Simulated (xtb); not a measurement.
MgO, SMILES [O]=[Mg]. All values are semi-empirical tight-binding results from xtb (GFN2-xTB unless named), good for trends rather than for accurate numbers. The structure is a stationary point at GFN2-xTB.

For metal compounds this method's bond lengths and energies can be far off.

```json
{
  "point_group_as_xtb_finds_it": "C∞v",
  "orbital_gap": "2.13 eV"
}
```
